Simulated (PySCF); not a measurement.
Excitations are Tamm–Dancoff values on a coarser integration grid. The basis has no diffuse functions, so Rydberg states are missing or too high.

**H3ClSSi, SMILES `S[SiH2]Cl` (H–S–Si–Cl torsion 69°) (charge 0, multiplicity 1)**

Computed with PySCF 2.14.0 with PBE-D3(BJ)/def2-TZVP // B3LYP-D3(BJ)/def2-TZVP.

```
Item                                     Result
----------------------  -----------------------
HOMO                                   -6.67 eV
dipole moment                            1.06 D
LUMO                                   -0.99 eV
HOMO–LUMO gap                           5.68 eV
S1 excitation (TDA)                     5.88 eV
S1 oscillator strength                    0.009
T1 excitation (TDA)                     5.42 eV
S1–T1 gap (TDA)                         0.47 eV
total energy                      -1149.2911 Ha
cost                    roughly 20 core-seconds
```

```xyz
6

S      1.4840    -0.4221    -0.7391
Si    -0.4940    -0.1397     0.0031
Cl    -1.1069     1.8312    -0.0877
H      2.0779     0.2192     0.2829
H     -1.3610    -0.9435    -0.8747
H     -0.5999    -0.5451     1.4155
```
